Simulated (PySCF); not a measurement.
**Core binding energy against partial charge**

Compound: Si(eta1-allyl)2Me2, C8H16Si.
Structure used (PBE0-D3(BJ)/def2-SVP), in Å, numbered top down from 1:
```
atom  x, y, z in Å
Si1   -0.2041   -0.1379   -0.5834
C2    -0.1293   -0.3091    1.3068
C3    -1.4733   -0.1670    1.9344
C4    -2.2553   -1.1663    2.3547
H5     0.5685    0.4615    1.6775
H6     0.3139   -1.2931    1.5368
H7    -1.8588    0.8579    2.0147
H8    -1.9287   -2.2104    2.3016
H9    -3.2466   -0.9761    2.7736
C10    1.5825   -0.1106   -1.2386
C11    2.3222    1.1104   -0.8115
C12    3.2179    1.1806    0.1782
H13    1.5346   -0.1779   -2.3396
H14    2.0842   -1.0247   -0.8775
H15    2.0652    2.0366   -1.3423
H16    3.5156    0.2918    0.7446
H17    3.6898    2.1271    0.4535
C18   -1.0776    1.4631   -1.0428
H19   -1.0864    1.6120   -2.1344
H20   -0.5803    2.3330   -0.5858
H21   -2.1235    1.4498   -0.6981
C22   -1.1151   -1.6144   -1.3031
H23   -2.1183   -1.6979   -0.8564
H24   -0.5755   -2.5525   -1.0978
H25   -1.2314   -1.5220   -2.3944
```

Binding energies: delta-SCF UKS SCAN, pcX-2 on the ionised atom, pcseg-1 elsewhere, spin-free X2C (PySCF). Charges: PBE0/pcSseg-1 ground-state density, for the ionised atom.

| atom | environment | C 1s (eV) | Mulliken (e) | IAO (e) | Hirshfeld (e) | ESP (e) |
| --- | --- | --- | --- | --- | --- | --- |
| C4 | carbon bonded to C and 2 H | 289.61 | -0.181 | -0.342 | -0.118 | -0.582 |
| C2 | carbon bonded to C, Si and 2 H | 289.84 | -0.472 | -0.546 | -0.161 | -0.431 |
| C18 | carbon bonded to Si and 3 H | 289.85 | -0.625 | -0.719 | -0.216 | -0.665 |
| C3 | carbon bonded to 2 C and H | 290.32 | -0.252 | -0.118 | -0.036 | +0.020 |

Task: How well does each charge scheme correlate with the binding energies over these sites?

Result: ESP: r = 0.90, slope 0.9 eV per e; Hirshfeld: r = 0.63, slope 2.5 eV per e; IAO: r = 0.55, slope 0.6 eV per e; Mulliken: r = 0.08, slope 0.1 eV per e. ESP charges have the highest r, on only 4 points.

Task: The point-charge model writes a binding energy as kq + V + constant, with V the potential of the other atoms' charges at the site. What does it give with the ESP charges?

Result: V = Σ 14.40 eV Å × q/r over all other atoms: +6.36 eV at C4, +5.70 eV at C2, +8.98 eV at C18, -2.84 eV at C3. Fitting binding energy − V to q gives k = 17.5 eV per e and leaves an rms residual of 0.63 eV, against 0.11 eV for the fit on q alone. The model has no term for differences in relaxation between sites.

Spin contamination (⟨S²⟩ against 0.75 for a pure doublet) is marked for C 1s of C3/C11 (0.85), which makes this value less certain. One conformer (not necessarily the lowest) at the PBE0-D3(BJ)/def2-SVP geometry, without solvent, vibrations or thermal averaging.
